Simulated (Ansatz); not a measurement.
A structure relaxed at PBE0-D4/def2-TZVP, charge 0, multiplicity 1:

Cartesian coordinates in Å:
```
O -0.645 -0.525 1.687
B -1.083 -0.603 0.429
Sn 0.430 0.333 -0.979
F 1.554 0.724 0.599
H 0.225 -0.088 1.750
H -2.135 -1.113 0.190
H 1.455 -0.594 -1.981
H 0.199 1.865 -1.696
```

Give its formula and SMILES.

BFH4OSn, `O[BH][SnH2][F]`.

Point group (tolerance 0.08 Å, 0.16 Å for H)?

Cs.

Summarise the bond lengths by kind.

1 × B–O 1.334 Å; 1 × H–O 0.975 Å; 1 × B–Sn 2.268 Å; 1 × B–H 1.194 Å; 1 × F–Sn 1.976 Å; 2 × H–Sn 1.707 Å.

Program: Ansatz 0.2.0.
